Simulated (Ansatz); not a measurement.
Born–Oppenheimer molecular dynamics of CH11NOSi3 (17 atoms, charge 0, multiplicity 1). It starts from a relaxed structure.

Method: Ansatz 0.2.0, RKS BHLYP-D4/6-31G.

| Quantity | Value |
| --- | --- |
| ensemble | NVT, Langevin thermostat |
| time step | 1 fs |
| steps asked | 89 |
| set temperature | 300 K |
| friction | 0.02 /fs |
| masses | H 2.014 u |
| seed | 304693 |

First frame:

```xyz
17
Properties=species:S:1:pos:R:3
Si 0.004 -0.068 -0.019
O -0.010 -0.251 1.700
C -1.148 -0.332 2.555
H -1.785 -1.177 2.296
H -0.786 -0.465 3.567
H -1.745 0.578 2.513
N 1.644 0.052 -0.602
H 2.216 -0.754 -0.757
H 2.163 0.907 -0.569
Si -1.089 1.947 -0.591
H -2.384 2.095 0.139
H -0.225 3.120 -0.262
H -1.375 1.964 -2.055
Si -0.943 -1.996 -1.001
H -2.177 -2.427 -0.279
H -1.307 -1.716 -2.421
H 0.037 -3.123 -0.977
```

(1) How far do the bonds stretch over the last three quarters of this one trajectory? (Pairs bonded in most of those frames.)

Results:

(1) 
| bond | mean (Å) | spread (Å) | shortest | longest |
| --- | --- | --- | --- | --- |
| Si1–O2 | 1.733 | 0.049 | 1.66 | 1.83 |
| Si1–N7 | 1.745 | 0.021 | 1.71 | 1.78 |
| Si1–Si10 | 2.410 | 0.049 | 2.32 | 2.48 |
| Si1–Si14 | 2.341 | 0.031 | 2.28 | 2.38 |
| O2–C3 | 1.444 | 0.048 | 1.35 | 1.52 |
| C3–H4 | 1.094 | 0.041 | 1.02 | 1.18 |
| C3–H5 | 1.087 | 0.017 | 1.05 | 1.12 |
| C3–H6 | 1.092 | 0.024 | 1.04 | 1.13 |
| N7–H8 | 0.999 | 0.012 | 0.97 | 1.02 |
| N7–H9 | 1.001 | 0.028 | 0.95 | 1.06 |
| Si10–H11 | 1.501 | 0.027 | 1.45 | 1.55 |
| Si10–H12 | 1.493 | 0.030 | 1.44 | 1.55 |
| Si10–H13 | 1.496 | 0.038 | 1.43 | 1.57 |
| Si14–H15 | 1.498 | 0.038 | 1.43 | 1.56 |
| Si14–H16 | 1.489 | 0.024 | 1.43 | 1.53 |
| Si14–H17 | 1.496 | 0.024 | 1.45 | 1.54 |

Mean temperature of the second half: 285 K. A run of 0.089 ps of so small a system gives no equilibrium averages. Limits of this set-up: no polarisation functions.

Time of the run: 14 min on 1 thread of Arm Neoverse V1, with other jobs on the host, peak memory 0.23 GiB.
